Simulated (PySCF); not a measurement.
**Correlation energy of Ar+ (argon, charge +1)**

[Ne] 3s1 3p6, 2S determinant (an excited configuration). All numbers are calculated (PySCF 2.14, the non-relativistic Hamiltonian (point nucleus), in aug-cc-pV(T+d)Z with one added diffuse shell each of s, p, d, f type (7s6p5d3f, 71 functions)). Frozen: [Ne]; 7 electrons correlated.

MP2 pair energies summed by pair of shells (mhartree):

```csv
pair,energy,share (%)
3p-3p,-248.74,91.1
3s-3p,-24.38,8.9
```

Total MP2 correlation energy: -273.12 mhartree.

Same-spin part -50.25 and opposite-spin part -222.87 mhartree; SCS-MP2 scales them by 1/3 and 6/5 to -284.19 mhartree.
